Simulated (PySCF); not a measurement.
Cartesian coordinates in Å; atom numbers follow the order of the lines, from 1:
```xyz
20

C    -3.6234    0.9664    0.1287
C    -2.9849    0.9779    1.5108
C    -4.0267    0.8046    2.5859
O    -4.1311   -0.0800    3.3632
Cl   -5.1841    2.1855    2.6301
C    -2.0469    2.1891    1.7819
C    -0.8348    1.2258    1.8605
Si    0.4904    1.4455    0.5401
C    -1.7864    0.0148    1.6831
H    -4.3545    1.7805    0.0256
H    -2.8425    1.0985   -0.6347
H    -4.1311    0.0085   -0.0636
H    -2.0439    2.9269    0.9645
H    -2.2626    2.7278    2.7153
H    -0.3470    1.2410    2.8477
H     1.4846    0.3298    0.5998
H    -0.1531    1.4359   -0.8124
H     1.2033    2.7484    0.7172
H    -1.6065   -0.6244    0.8049
H    -1.8720   -0.6322    2.5661
```

One averaged value for each set of equivalent atoms, one computed conformer, in vacuum, non-relativistic Hamiltonian. Shielding tensors at PBE0/pcSseg-1 (GIAO); PBE0-D3(BJ)/def2-SVP geometry; PySCF 2.14.

δ = σ(ref) − σ, references computed at the same level: 13C and 1H and 29Si vs TMS; 17O vs H2O; 35Cl against HCl.

| atoms | nucleus | count | Hirshfeld charge | δ (ppm) |
| --- | --- | --- | --- | --- |
| H16/H17/H18 | 1H | 3 | -0.08 | 3.94 |
| H10/H11/H12 | 1H | 3 | 0.04 | ? |
| O4 | 17O | 1 | -0.19 | 577.1 |
| C6/C9 | 13C | 2 | -0.07 | 34.9 |
| H15 | 1H | 1 | 0.04 | 1.54 |
| Cl5 | 35Cl | 1 | -0.06 | 401 |
| H13/H19 | 1H | 2 | 0.04 | ? |
| C7 | 13C | 1 | -0.11 | 4.6 |
| C1 | 13C | 1 | -0.12 | ? |
| C2 | 13C | 1 | 0.01 | 50.4 |
| Si8 | 29Si | 1 | 0.31 | -56.0 |
| C3 | 13C | 1 | 0.19 | 188.0 |
| H14/H20 | 1H | 2 | 0.04 | ? |

Q: Complete the table.

A: 
- C1: 27.8 ppm, methyl carbon; saturated and bonded to C and H only
- H14/H20: 2.85 ppm, hydrogen on an sp3 CH2 in a ring
- H13/H19: 1.60 ppm, hydrogen on an sp3 CH2 in a ring
- H10/H11/H12: 1.51 ppm, hydrogen on a methyl carbon

Carbons that carry Cl, above all several Cl atoms, come out too deshielded, partly because spin–orbit coupling is missing. Shifts are as computed. Against solution values, carbons near 30 ppm lie about +2 ppm off and those near 130 ppm about +5 ppm; carbons on Cl a further +5 ppm. Of 1313 compounds with measured shifts, 239 miss one by over three times the rms of a fit or turn the order of signals round; such compounds aren't used in these exercises. Unscaled 17O shifts of doubly bonded oxygen tend to come out too high, by tens of ppm or more. Experimental scales use liquid or dissolved standards, which lie at an offset from isolated H2O (liquid H2O: subtract about 36 ppm).
